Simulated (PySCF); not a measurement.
Molecule: C₂H₆N, SMILES [N](C)C, doublet. Atoms near the plane z = 0.0 Å, at the B3LYP/def2-SVP optimised geometry (x, y, z in Å): C1 (-1.3, -0.6, 0.0), N2 (0.1, -0.6, 0.0), H4 (-1.7, 0.4, 0.0), H5 (-1.7, -1.1, 0.9), H6 (-1.7, -1.1, -0.9).

Calculation: unrestricted B3LYP/def2-TZVP run with PySCF 2.14.0. Cells within 0.4 Å of a nucleus heavier than hydrogen are left out (blank, or x). The values are rescaled to run from 0 to 1.

```
|444444444444444444444444444|
|444444444444444444444444444|
|444444444444444444444444444|
|444444444444444444444444444|
|444444444444444444444444444|
|444444444444444444444444444|
|444444444444444444444444444|
|444444444444444444444444444|
|444444444444444444444444444|
|444444444444444444444444444|
|444444333444555554444444444|
|444444322345565555444444444|
|444443322345677655544444444|
|444444322346899765544444444|
|44444443xx468xx755544444444|
|44444444xx444xx444444444444|
|44445555xx430xx234444444444|
|444555555543100234444444444|
|444555555543222334444444444|
|444555555544333344444444444|
|444455555444444444444444444|
|444445554444444444444444444|
|444444444444444444444444444|
|444444444444444444444444444|
|444444444444444444444444444|
|444444444444444444444444444|
|444444444444444444444444444|
```
Scale: ten equal steps from 0.000 (start of '0') to 1.00 (end of '9'), in the order '0123456789'; x runs from -4.00 to 4.00, y from -4.00 (bottom) to 4.00 (top).

Problem. Which quantity is mapped?
A) electrostatic potential
B) an orbital amplitude
C) Laplacian of the electron density
D) spin density

Solution. B, an orbital amplitude. In full: HOMO amplitude (α) (bohr^(-3/2)).
